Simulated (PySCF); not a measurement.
# How the method changes the shape and vibrations of BCH4O

These are calculations, not measurements. They come from PySCF 2.14.0, an open-source quantum chemistry program, on an isolated molecule that a program drew, which may never have been made. The molecule is BCH4O (charge 0, doublet), drawn as the SMILES string `[CH2]BO`.

The geometry was optimised and harmonic frequencies were computed with HF and MP2, all in the cc-pVDZ basis, for the commonest isotopes, with a restricted reference for singlets and an unrestricted one otherwise, and a frozen core in MP2. Each result is a local minimum of its method.

Geometry at the HF minimum:
```xyz
7
BCH4O, angstrom
C    -1.6091   -0.1251    1.2907
B    -0.4977   -0.2774    0.2173
O     0.5821   -1.0780    0.3868
H    -2.4717    0.5168    1.1448
H    -1.5934   -0.6465    2.2461
H    -0.5527    0.3190   -0.8233
H     0.6018   -1.5361    1.2135
```

Lengths of the bonds as drawn, in Å (atoms numbered as above):
```
 bond     HF    MP2
C1-B2  1.553  1.554
B2-O3  1.355  1.371
C1-H4  1.085  1.095
C1-H5  1.089  1.098
B2-H6  1.201  1.207
O3-H7  0.945  0.968
```

Rotational constants, in GHz:
```
constant,HF,MP2
A,51.87,51.22
B,9.401,9.293
C,7.959,7.866
```

Harmonic frequencies in cm^-1, each column in rising order, so a row needn't be the same motion in every method:
| rank | HF | MP2 |
|---|---|---|
| 1 | 284 | 271 |
| 2 | 410 | 384 |
| 3 | 608 | ? |
| 4 | 718 | 725 |
| 5 | 859 | 817 |
| 6 | 947 | 904 |
| 7 | 1002 | 966 |
| 8 | 1134 | 1080 |
| 9 | 1260 | 1213 |
| 10 | 1434 | 1379 |
| 11 | 1558 | 1481 |
| 12 | 2710 | 2670 |
| 13 | 3259 | 3184 |
| 14 | 3355 | 3291 |
| 15 | 4158 | 3850 |

**Estimate the missing MP2 frequency from the HF column.**

A single factor s that minimises the squared misfit of MP2 against s times HF over the other rows is sum(HF x MP2) / sum(HF^2) = 0.9600, with an rms misfit of 50 cm^-1. For rank 3 it gives 0.9600 x 608 = 584 cm^-1. The calculation gives 601 cm^-1, 17 cm^-1 above the estimate. The drawn bonds are on average 1.0 % longer in MP2 than in HF.
